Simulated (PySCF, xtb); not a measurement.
C₃H₇FOSi, SMILES O=CC[SiH2]CF.

Geometry: PBE0-D3(BJ)/def2-SVP. The structure was generated by enumeration, and PubChem lists no compound with its InChIKey, so it may never have been made. One conformer was computed; it need not be the lowest.

Calculation: IEF-PCM-ωB97X/def2-SVP in PySCF.

The values are the electrostatic part of the solvation free energy, E(continuum) − E(gas) at the gas-phase geometry, in a cavity of scaled van der Waals radii (PySCF's table); cavitation and dispersion terms are not included. In vacuum the orbital gap is 11.45 eV. The dipole moment in vacuum is 2.62 D.

Estimate the values in water (ε = 78.36), ethanol (ε = 24.85), toluene (ε = 2.37). (Estimate from the structure and the level; the computed values follow.)


```
solvent      ε  ΔG(elec) (kcal/mol)  dipole (D)  gap (eV)
-------  -----  -------------------  ----------  --------
water    78.36                 -6.9        3.50     11.57
ethanol  24.85                 -6.6        3.45     11.56
toluene   2.37                 -3.1        2.99     11.51
```

For comparison, GFN2-xTB/ALPB(water) (xtb, at the GFN2-xTB geometry, all terms of that model) gives -4.3 kcal/mol.
